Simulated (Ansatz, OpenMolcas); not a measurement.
**How methods differ on HfH2Cl2O2 (SMILES Cl[Hf](Cl)(O)O)**

HfH2Cl2O2 has 7 atoms, charge 0, and is taken as a singlet. SMILES: `Cl[Hf](Cl)(O)O`. Geometry: relaxed at PBE0-D4/def2-TZVP. This is one conformer, not always the lowest.

```
atom    x (Å)    y (Å)    z (Å)
  Cl  -1.4564  -2.1750   0.0028
  Hf   0.0987  -0.4037  -0.0237
  Cl   2.2927  -1.2469  -0.2012
   O  -0.2572   0.7048  -1.5209
   O  -0.0554   0.5741   1.5940
   H  -0.4572   1.3690  -2.1724
   H  -0.1652   1.1777   2.3215
```

Each level gives the vertical ionisation energy (to the doublet cation) (eV). The values are calculated.

```tsv
level	kind	program	value (eV)	less CCSD(T)/def2-SVP
HF/def2-SVP (core potential)	Hartree–Fock	Ansatz	10.84	-0.33
BLYP/def2-SVP (core potential)	GGA	Ansatz	10.07	-1.10
M06-L/def2-SVP (core potential)	meta-GGA	OpenMolcas	10.69	-0.48
BHLYP/def2-SVP (core potential)	global hybrid	OpenMolcas	11.25	+0.08
M06-2X/def2-SVP (core potential)	hybrid meta-GGA	OpenMolcas	11.40	+0.23
CAM-B3LYP/def2-SVP (core potential)	range-separated hybrid	Ansatz	11.19	+0.02
CCSD(T)/def2-SVP (core potential)	coupled cluster or CI	Ansatz	11.17	0.00
CCSD/def2-SVP (core potential)	coupled cluster or CI	Ansatz	11.24	+0.07
```

CCSD(T)/def2-SVP (core potential) is the highest level here, not the true value. Spin-orbit coupling is left out. The values span 10.07 to 11.40 eV. The second state's dipole differs much between rows, so they may not all be the same state.
